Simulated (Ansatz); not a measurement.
Relaxation of Ca2Te3 with RKS PBE-D4/def2-SVP.

```sh
$ ansatz run in.yaml --threads 4 --pin off --events-out ev --progress --plain --max-ram 4787MiB
```

```yaml
crystal:
  periodic: [false, false, false]
  atoms:
    - {symbol: Ca, position_ang: [0.619830, -1.394440, 0.983860]}
    - {symbol: Ca, position_ang: [0.230130, 1.523790, -0.978060]}
    - {symbol: Te, position_ang: [-1.624740, -1.277630, -0.940260]}
    - {symbol: Te, position_ang: [-1.863690, 0.819680, 0.985470]}
    - {symbol: Te, position_ang: [2.638460, 0.328600, -0.051010]}
basis:
  gaussian: {orbitals: def2-SVP}
hamiltonian: {xc: pbe, dispersion: d4}
scf: {lower_state_search: "off"}
output: {orbitals: {seedname: orbitals}}
relax: {f_tol: 0.02, max_steps: 100}
```

Run time 18 s (4 threads of Intel Xeon on a shared host).

Positions (Å) and forces (eV/Å) at steps 1, 2, 3, 4 of 4:

```xyz
5
step=1 energy=-58745.6215 eV
Ca    0.620   -1.394    0.984   -0.229    0.295    0.114
Ca    0.230    1.524   -0.978   -0.157   -0.361   -0.148
Te   -1.625   -1.278   -0.940   -0.025    0.357   -0.159
Te   -1.864    0.820    0.985    0.039   -0.337    0.185
Te    2.638    0.329   -0.051    0.372    0.046    0.008
5
step=2 energy=-58745.7649 eV
Ca    0.571   -1.224    0.993    0.054   -0.115    0.246
Ca    0.219    1.331   -1.003    0.003    0.105   -0.233
Te   -1.676   -1.171   -1.032    0.090    0.120   -0.102
Te   -1.891    0.715    1.086    0.134   -0.081    0.084
Te    2.777    0.350   -0.045   -0.280   -0.029    0.005
5
step=3 energy=-58745.8055 eV
Ca    0.553   -1.220    1.065    0.055   -0.172    0.108
Ca    0.197    1.316   -1.073    0.014    0.188   -0.113
Te   -1.622   -1.110   -1.083   -0.079   -0.063    0.002
Te   -1.820    0.673    1.134   -0.084    0.034    0.004
Te    2.691    0.341   -0.042    0.093    0.012    0.001
5
step=4 energy=-58745.8121 eV
Ca    0.559   -1.244    1.071    0.014   -0.005    0.003
Ca    0.198    1.342   -1.081    0.012    0.007   -0.004
Te   -1.627   -1.120   -1.074   -0.006   -0.004   -0.002
Te   -1.826    0.680    1.126   -0.005    0.003    0.002
Te    2.695    0.342   -0.041   -0.016   -0.001    0.001
```

In the def2 sets Te takes a core potential; there is no spin–orbit coupling. The structure comes from a short search, and lower isomers may exist.
